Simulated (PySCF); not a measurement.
## How the method moves the HOMO and LUMO of `C=C/C(F)=C(\C)F`

C5H6F2.
Z-matrix (Å and degrees, PBE0-D3(BJ)/def2-SVP geometry), rows numbered from 1:
```
C 
C   1  1.3399
C   2  1.4480  1  123.42
F   3  1.3368  2  115.41  1    -0.06
C   3  1.3472  2  126.80  1   179.88
C   5  1.4808  3  128.56  2     0.13
F   5  1.3349  3  117.99  2  -179.89
H   1  1.0922  2  121.17  3     0.06
H   1  1.0915  2  120.87  3  -179.88
H   2  1.0926  1  119.96  3   179.93
H   6  1.0956  5  112.37  3    -0.39
H   6  1.1021  5  110.02  3   120.71
H   6  1.1021  5  109.96  3  -121.36
```

Basis pcSseg-1 throughout (PySCF), one geometry. Isolated species at its PBE0-D3(BJ)/def2-SVP geometry (one conformer only).

**Question.** How do the orbital energies, the gap and the dipole change with the method?

**Answer.** 
```csv
method,kind,HOMO (eV),LUMO (eV),gap (eV),μ (D),SCF cycles
BLYP,GGA,-5.28,-1.62,3.66,2.50,16
OPBE,GGA,-5.37,-1.67,3.70,2.48,16
KT3,GGA,-5.44,-1.71,3.73,2.50,16
LDA,LDA,-5.63,-2.00,3.63,2.63,16
BHandHLYP,global hybrid,-7.47,0.12,7.60,3.00,13
wB97X-D,range-separated hybrid,-8.29,0.80,9.09,2.85,14
HF,Hartree–Fock,-8.80,2.81,11.62,3.28,11
```

The HOMO spans 3.53 eV, from BLYP down to HF, and the gap runs from 3.63 eV (LDA) to 11.62 eV (HF). Over the methods BLYP (0 %), OPBE (0 %), KT3 (0 %), LDA (0 %), BHandHLYP (50 %), HF (100 %), a straight line through the gap against the share of exact exchange rises by 0.79 eV for each 10 % (correlation coefficient 1.000). The dipole ranges from 2.48 D (OPBE) to 3.28 D (HF). This basis has no diffuse functions.
